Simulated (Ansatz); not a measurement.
Ansatz (a program for electronic structure) input:

Ansatz 0.2 input:
```yaml
crystal:
  periodic: [false, false, false]
  atoms:
    - {symbol: B, position_ang: [-0.41223976, 0.14476567, -0.00226737]}
    - {symbol: C, position_ang: [-1.40497383, 1.33239393, -0.24564822]}
    - {symbol: C, position_ang: [-0.87550147, -1.29031472, 0.44826674]}
    - {symbol: O, position_ang: [0.92487099, 0.42304897, -0.20697860]}
    - {symbol: C, position_ang: [1.94211771, -0.44919222, -0.05533911]}
    - {symbol: H, position_ang: [-2.14351814, 1.06234825, -1.00866681]}
    - {symbol: H, position_ang: [-0.91088457, 2.25428714, -0.55355675]}
    - {symbol: H, position_ang: [-1.98648053, 1.53567703, 0.66049508]}
    - {symbol: H, position_ang: [-0.41424275, -1.57774356, 1.39949660]}
    - {symbol: H, position_ang: [-0.57197811, -2.05317542, -0.27708167]}
    - {symbol: H, position_ang: [-1.95658238, -1.35943626, 0.56957767]}
    - {symbol: H, position_ang: [1.74947317, -1.46595320, 0.25111090]}
    - {symbol: H, position_ang: [2.92658966, -0.06154604, -0.25788581]}
basis:
  gaussian:
    orbitals: aug-cc-pVDZ
magnetization: {spin_polarized: true, initial_magnetization: 1}
correlation: {method: ccsd_t, electrons: outside_noble_gas}
output: {forces: true}
```

### Question
What final total energy does it print?

### Answer
-218.63054 Eh (CCSD(T)/aug-cc-pVDZ). The basis has 187 functions.

It need not be the lowest isomer of its formula.
